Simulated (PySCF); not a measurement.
C₆H₁₂O₂, SMILES CC(C(OC)=O)(C)C.

Geometry: PBE0-D3(BJ)/def2-SVP.

These are PBE0-D3(BJ)/def2-SVP in PySCF values and carry that method's errors.

Frequencies are harmonic and unscaled.

### Question
Give all harmonic wavenumbers and intensities. (Estimate from the structure and the level; the computed values follow.)

### Answer

```tsv
mode	ν (cm⁻¹)	IR (km/mol)	moving atoms (share of kinetic energy)
1	40	0.7	O 57 %, C 26 %, H 18 %
2	120	1.2	H 74 %, C 21 %
3	135	1.0	H 51 %, C 30 %, O 19 %
4	202	1.6	C 58 %, H 30 %, O 12 %
5	215	0.2	H 96 %
6	257	1.7	H 70 %, O 18 %, C 12 %
7	274	0.0	H 95 %
8	292	2.5	H 53 %, C 34 %, O 13 %
9	323	7.5	C 46 %, H 32 %, O 22 %
10	342	0.5	C 53 %, H 32 %, O 15 %
11	366	10.6	O 40 %, C 36 %, H 24 %
12	383	0.9	C 57 %, H 39 %
13	504	2.6	C 55 %, O 24 %, H 21 %
14	603	2.3	C 53 %, H 27 %, O 20 %
15	793	5.9	C 80 %, O 10 %, H 9 %
16	820	1.6	C 46 %, O 32 %, H 22 %
17	900	15.3	H 34 %, O 34 %, C 32 %
18	954	1.6	H 64 %, C 36 %
19	956	4.3	H 66 %, C 34 %
20	957	0.4	H 79 %, C 21 %
21	1033	1.2	H 58 %, C 38 %
22	1041	0.9	H 66 %, C 34 %
23	1081	8.1	C 50 %, O 27 %, H 23 %
24	1176	0.6	H 75 %, C 19 %
25	1195	38.4	H 58 %, C 32 %, O 11 %
26	1240	216.6	C 44 %, O 29 %, H 26 %
27	1245	1.5	C 70 %, H 29 %
28	1269	18.5	C 68 %, H 29 %
29	1340	148.1	C 64 %, H 29 %
30	1373	7.7	H 77 %, C 23 %
31	1386	9.9	H 68 %, C 31 %
32	1407	18.6	H 79 %, C 21 %
33	1444	0.0	H 96 %
34	1453	0.5	H 96 %
35	1456	9.9	H 97 %
36	1460	0.2	H 96 %
37	1460	21.7	H 83 %, C 11 %
38	1468	7.7	H 95 %
39	1473	2.8	H 94 %
40	1478	12.8	H 93 %
41	1498	50.4	H 87 %, C 12 %
42	1873	226.5	C 64 %, O 35 %
43	3054	23.6	H 97 %
44	3056	10.6	H 97 %
45	3064	23.2	H 97 %
46	3066	26.6	H 97 %
47	3147	7.7	H 90 %, C 10 %
48	3147	17.9	H 91 %, C 9 %
49	3161	19.5	H 90 %, C 10 %
50	3161	13.5	H 90 %, C 10 %
51	3168	0.2	H 90 %, C 10 %
52	3169	14.1	H 91 %, C 9 %
53	3170	20.5	H 91 %, C 9 %
54	3201	9.3	H 90 %, C 10 %
```
